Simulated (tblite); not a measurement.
methanethiol (CH4S), singlet, geometry from GFN2-xTB; GFN1-xTB (tblite).

Here is a job for tblite.
```
$ tblite run mol.xyz --method gfn1 --charge 0 --spin 0 --guess eeq --json tblite.json --no-restart

# file mol.xyz
6

C     -0.05927499     1.15601846     0.01107955
S     -0.04290118    -0.66526221    -0.00699584
H      1.28189339    -0.79710439     0.00234827
H     -1.10311348     1.45230554     0.00564055
H      0.42444570     1.51749985     0.91319673
H      0.43884321     1.53538357    -0.87572948
```

**Question.** Write the output that tblite gives for this input, abridged.

**Answer.** 
```
xTB calculator
 | screened Coulomb repulsion
 | Coulomb electrostatics
 |  * isotropic Klopman-Ohno-Mataga-Nishimoto electrostatics
 |  * onsite third-order electrostatics
 | DFT-D3(BJ) dispersion correction

halogen bonding energy    0.0000000000000E+00 Eh
repulsion energy          6.8625571943995E-02 Eh
dispersion energy        -1.1625557142303E-03 Eh
number of electrons       1.4000000000000E+01 e
integral cutoff           1.9731147476801E+01 bohr

------------------------------------------------------------
  cycle        total energy    energy error   density error
------------------------------------------------------------
      1     -7.954007778407  -8.0214708E+00   3.9651774E-01
      2     -7.957842047225  -3.8342688E-03   2.4067478E-01
      3     -7.958081093117  -2.3904589E-04   3.1033953E-02
      4     -7.958367098687  -2.8600557E-04   9.1372617E-03
      5     -7.958420773257  -5.3674570E-05   1.3813966E-03
      6     -7.958422446978  -1.6737214E-06   9.8218834E-04
      7     -7.958422939822  -4.9284393E-07   2.5551990E-05
      8     -7.958422940224  -4.0192027E-10   6.8277653E-06
------------------------------------------------------------

electronic energy        -8.0258859564539E+00 Eh
total energy             -7.9584229402242E+00 Eh

Post processing:
 | Mayer-Wiberg bond orders

[Info] JSON dump of results written to 'tblite.json'
```
